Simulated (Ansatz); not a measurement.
What each rung costs, and what it gives

Saddle point of BH$_{4}$Cl$_{2}$OF, closed shell (BHCl₂ ([Cl][BH][Cl]) + H₂O + HF → BHCl₂O ([OH][B]([Cl])[Cl]) + HF + H₂; bonds formed: H2–H7, H5–F8; dative contacts that become bonds: B1–O6; bonds broken: B1–H2, H5–O6, H7–F8), PBE0-D4/def2-TZVP structure:

```xyz
9
angstrom
B -0.0511 0.6425 -0.4563
H -0.4640 -0.5301 -1.0300
Cl 1.2438 1.1921 -1.5579
Cl -1.5786 1.5971 -0.4175
H 0.4478 -0.8821 0.9327
O 0.4388 0.3395 0.9073
H -0.1708 -1.1998 -0.4474
F 0.2670 -1.8995 0.4971
H -0.1327 0.7402 1.5720
```

Barriers are electronic and count from the start structure reached by relaxing down the imaginary mode.

Program: Ansatz 0.2.0. Basis: as named in each row. Cores are frozen in the correlated methods. B3LYP uses VWN-RPA correlation. Extrapolation: Hartree–Fock as exp(−7.88 √X), correlation as X^−2.97.

Times are rough, for one single point on 4 threads of a shared host (Intel Xeon Platinum 8259CL).

The estimate by CCSD(T) at an estimated basis limit (MP2 extrapolated from triple and quadruple zeta, plus CCSD(T) − MP2 in triple zeta) is 87.6 kJ/mol.

```json
{"method": "HF", "basis": "STO-3G", "time (s)": "under 1", "barrier (kJ/mol)": "182.6", "method less estimate": "95.0"}
{"method": "PBE-D4", "basis": "STO-3G", "time (s)": "under 1", "barrier (kJ/mol)": "-15.2", "method less estimate": "-102.9"}
{"method": "SPW92", "basis": "def2-SVP", "time (s)": "under 1", "barrier (kJ/mol)": "0.2", "method less estimate": "-87.4"}
{"method": "B3LYP-D4", "basis": "6-31G", "time (s)": "under 1", "barrier (kJ/mol)": "74.1", "method less estimate": "-13.5"}
{"method": "PBE-D4", "basis": "def2-SVP", "time (s)": "under 1", "barrier (kJ/mol)": "29.8", "method less estimate": "-57.8"}
{"method": "PBE0-D4", "basis": "def2-SVP", "time (s)": "1", "barrier (kJ/mol)": "52.0", "method less estimate": "-35.6"}
{"method": "SPW92", "basis": "def2-TZVPP", "time (s)": "1", "barrier (kJ/mol)": "18.7", "method less estimate": "-69.0"}
{"method": "PBE-D4", "basis": "def2-TZVPP", "time (s)": "2", "barrier (kJ/mol)": "46.8", "method less estimate": "-40.8"}
{"method": "BLYP-D4", "basis": "def2-TZVPP", "time (s)": "2", "barrier (kJ/mol)": "57.6", "method less estimate": "-30.0"}
{"method": "B3LYP-D4", "basis": "def2-TZVPP", "time (s)": "3", "barrier (kJ/mol)": "71.2", "method less estimate": "-16.4"}
{"method": "BHLYP-D4", "basis": "def2-TZVPP", "time (s)": "3", "barrier (kJ/mol)": "93.4", "method less estimate": "5.8"}
{"method": "PBE0-D4", "basis": "def2-TZVPP", "time (s)": "3", "barrier (kJ/mol)": "65.5", "method less estimate": "-22.2"}
{"method": "CAM-B3LYP-D4", "basis": "def2-TZVPP", "time (s)": "3", "barrier (kJ/mol)": "73.2", "method less estimate": "-14.4"}
{"method": "r2SCAN-D4", "basis": "def2-TZVPP", "time (s)": "3", "barrier (kJ/mol)": "54.5", "method less estimate": "-33.2"}
{"method": "wB97M-V", "basis": "def2-SVP", "time (s)": "4", "barrier (kJ/mol)": "64.3", "method less estimate": "-23.3"}
{"method": "CCSD(T)", "basis": "def2-SVP", "time (s)": "4", "barrier (kJ/mol)": "81.5", "method less estimate": "-6.2"}
{"method": "r2SCAN0-D4", "basis": "def2-TZVPP", "time (s)": "4", "barrier (kJ/mol)": "69.7", "method less estimate": "-17.9"}
{"method": "RPA on PBE", "basis": "def2-TZVPP", "time (s)": "4", "barrier (kJ/mol)": "81.9", "method less estimate": "-5.7"}
{"method": "B2PLYP", "basis": "def2-TZVPP", "time (s)": "5", "barrier (kJ/mol)": "78.2", "method less estimate": "-9.4"}
{"method": "PBE-QIDH", "basis": "def2-TZVPP", "time (s)": "5", "barrier (kJ/mol)": "78.7", "method less estimate": "-8.9"}
{"method": "B97M-V", "basis": "def2-TZVPP", "time (s)": "6", "barrier (kJ/mol)": "78.9", "method less estimate": "-8.7"}
{"method": "wB97X-V", "basis": "def2-TZVPP", "time (s)": "6", "barrier (kJ/mol)": "78.6", "method less estimate": "-9.0"}
{"method": "wB97M-V", "basis": "def2-TZVPP", "time (s)": "7", "barrier (kJ/mol)": "80.4", "method less estimate": "-7.2"}
{"method": "MP2", "basis": "def2-QZVPP", "time (s)": "20", "barrier (kJ/mol)": "80.7", "method less estimate": "-6.9"}
{"method": "CCSD(T)", "basis": "def2-TZVPP", "time (s)": "85", "barrier (kJ/mol)": "85.6", "method less estimate": "-2.0"}
```

All methods are single points on the PBE0-D4 structures; a negative value means that the method puts the saddle structure below the start.

No T1 diagnostic of these runs exceeds 0.011.

Labels in which every atom is bracketed show which atoms are joined, not bond orders.
